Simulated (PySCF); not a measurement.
AlH2, SMILES [AlH2+], charge +1. Atoms are numbered in the order given.

```xyz
3

Al     0.0000     0.0000     0.0000
H      0.0000     0.0000    -1.5497
H      0.0000     0.0000     1.5497
```
Charge +1, spin multiplicity 1.

Geometry: B3LYP-D3(BJ)/def2-TZVPD. The spin state was assumed, not searched. The isomer is the one that the SMILES or the coordinates give; other isomers of the formula were not compared.

All values below come from PySCF with TDA-PBE/def2-TZVPD.

Vertical excitations; the highest root listed may be one member of a degenerate set. Gas-phase values at a fixed geometry. State labels are in the subgroup D2h.

| state | symmetry | energy (eV) | λ (nm) | f | main pairs |
|---|---|---|---|---|---|
| S1 | B3g | 6.08 | 204 | 0.000 | HOMO→LUMO (degenerate set) |
| S2 | B2g | 6.08 | 204 | 0.000 | HOMO→LUMO+1 (degenerate set) |
| S3 | B2u | 9.04 | 137 | 0.265 | HOMO−1→LUMO (degenerate set) |
| S4 | B3u | 9.04 | 137 | 0.265 | HOMO−1→LUMO+1 (degenerate set) |
| S5 | B1u | 9.41 | 132 | 1.138 | HOMO→LUMO+2 94 % |
| S6 | Ag | 10.17 | 122 | 0.000 | HOMO−1→LUMO+2 94 % |
| S7 | B1u | 10.99 | 113 | 0.044 | HOMO→LUMO+3 98 % |
| S8 | B1u | 11.83 | 105 | 0.000 | HOMO→LUMO+6 (degenerate set) |
| S9 | Au | 11.83 | 105 | 0.000 | HOMO→LUMO+7 (degenerate set) |
| S10 | B2u | 11.84 | 105 | 0.692 | HOMO→LUMO+5 88 % |
| T1 | B2g | 5.46 | 227 | 0 | HOMO→LUMO+1 (degenerate set) |
| T2 | B3g | 5.46 | 227 | 0 | HOMO→LUMO (degenerate set) |
| T3 | B1u | 5.78 | 215 | 0 | HOMO→LUMO+2 99 % |
| T4 | B3u | 7.30 | 170 | 0 | HOMO−1→LUMO+1 98 % |
Triplets are in the Tamm–Dancoff approximation.
